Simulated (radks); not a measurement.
Neutral lithium, configuration [He] 2s1. Method: non-relativistic Kohn-Sham, Slater X-alpha with alpha = 0.61, spin-polarised, spherical densities, point nucleus; open shells are filled with parallel spins first; computed with a radial shooting solver on a logarithmic mesh with Libxc functionals.

Radial electron density D(r) = 4 pi r^2 rho(r):

```
   r/bohr * D(r) (the largest magnitude, 2.73, reaches the edge; | marks zero)
  0.04994 |     *
  0.05631 |       *
  0.06399 |        *
  0.07215 |          *
  0.08135 |             *
  0.09172 |               *
   0.1042 |                   *
   0.1175 |                      *
   0.1325 |                          *
   0.1494 |                              *
   0.1698 |                                   *
   0.1915 |                                       *
   0.2159 |                                           *
   0.2434 |                                               *
   0.2745 |                                                  *
   0.3119 |                                                     *
   0.3517 |                                                      *
   0.3965 |                                                      *
   0.4471 |                                                    *
   0.5082 |                                                 *
   0.5729 |                                            *
    0.646 |                                      *
   0.7284 |                                *
   0.8278 |                         *
   0.9334 |                   *
    1.052 |             *
    1.187 |         *
    1.349 |      *
     1.52 |    *
    1.714 |   *
    1.933 |   *
    2.197 |   *
    2.477 |    *
    2.793 |    *
    3.149 |    *
     3.55 |    *
    4.035 |    *
     4.55 |   *
     5.13 |  *
    5.784 | *
    6.573 |*
    7.411 |*
    8.356 *
    9.422 *
    10.71 *
    12.07 *
    13.61 *
```

D(r) has 2 maxima, at r = 0.366, 3.17 bohr, and minima at 1.86 bohr, inside which lie 2.05 electrons.
